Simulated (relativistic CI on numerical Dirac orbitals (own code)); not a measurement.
**How well does a small relativistic CI reproduce I I?**

Computed by Dirac-Coulomb-Breit CI, orbitals from a KLI potential per configuration, QED by a radiative potential, valence Slater integrals scaled by 0.85, P86 correlation estimate, and configurations built on the next ion tied to the tabulated ionisation energy (semi-empirical) (own radial code, finite nucleus).

Configurations in the expansion (outside the closed core [Kr] 4d10): 5s²5p⁵, 5s²5p⁴6s, 5s²5p⁴6p, 5s²5p⁴5d, 5s²5p⁴7p, 5s²5p⁴6d, 5s²5p⁴7s, 5s²5p⁴5f, 5s²5p⁴6f, 5s5p⁶, 5s²5p³5d², 5s²5p⁴4f, 5s²5p⁴7d, 5s²5p⁴5g, 5s²5p⁴7f. Levels of other configurations are missing.

```
Configuration  Term (tabulated)    J  Measured (cm⁻¹)  Computed  Error  Purity (%)
       5s²5p⁵               2P°  3/2              0.0         0      0          99
       5s²5p⁵               2P°  1/2           7603.1      7689     86          99
     5s²5p⁴6s              2[2]  5/2          54633.5     55387    753          91
     5s²5p⁴6s              2[0]  1/2          60896.2     61817    921          83
     5s²5p⁴6s              2[1]  1/2          63186.8     64311   1124          89
     5s²5p⁴6p             2[2]°  5/2          64906.3     64685   -222          68
     5s²5p⁴6p             2[2]°  3/2          64990.0     64838   -152          51
     5s²5p⁴6p             2[3]°  5/2          65644.5     65456   -189          73
     5s²5p⁴6p             2[3]°  7/2          65670.0     65381   -289          91
     5s²5p⁴6p             2[1]°  1/2          65857.0     65665   -192          40
     5s²5p⁴6p             2[1]°  3/2          67062.1     66650   -412          51
     5s²5p⁴6s              2[2]  5/2          68587.9     70234   1646          63
     5s²5p⁴6p             2[0]°  1/2          71501.5     71494     -8          53
     5s²5p⁴6p             2[1]°  1/2          71813.9     71762    -52          54
     5s²5p⁴6p             2[1]°  3/2          71976.7     71891    -85          65
     5s²5p⁴6p             2[2]°  5/2          72529.2     72312   -217          60
     5s²5p⁴6p             2[2]°  3/2          72807.1     72662   -145          34
     5s²5p⁴6p             2[1]°  3/2          73054.5     72826   -228          66
     5s²5p⁴6p             2[1]°  1/2          73387.1     73196   -191          44
     5s²5p⁴6p             2[1]°  3/2          78415.2     79554   1139          84
     5s²5p⁴6p             2[3]°  5/2          78592.6     79450    858          85
     5s²5p⁴6p             2[3]°  7/2          79003.6     79719    715          73
     5s²5p⁴6p             2[1]°  1/2          79701.6     80257    556          79
     5s²5p⁴6p             2[2]°  3/2          80039.8     80689    649          89
     5s²5p⁴6p             2[2]°  5/2          80125.4     80753    627          90
```

Measured levels from NIST Handbook of Basic Atomic Spectroscopic Data (Sansonetti and Martin, J. Phys. Chem. Ref. Data 34, 1559 (2005)); pairs were made by configuration, J and term (by order where the table uses no LS term), so strongly mixed levels may be paired wrongly.

Mean error by configuration (cm⁻¹): 5s²5p⁵ 86; 5s²5p⁴6s 1111; 5s²5p⁴6p 114. Over the excited levels the mean absolute error is 477 cm⁻¹ (24 of the 33 excited levels that our extract of the source holds in range could be paired, and the others can miss by more), and the median relative error of those above 1,000 cm⁻¹ is 0.53 %.

Transition probabilities of persistent lines. The last column rescales the computed rate by the cube of measured over computed energy:

| λ measured (Å) | Lower | Upper | A tabulated (s⁻¹) | A computed | A rescaled |
| --- | --- | --- | --- | --- | --- |
| 1830.38 vacuum | 5s²5p⁵ ²P°3/2 | 5s²5p⁴6s ²[2]5/2 | 1.60e+07 | 1.60e+07 | 1.54e+07 |
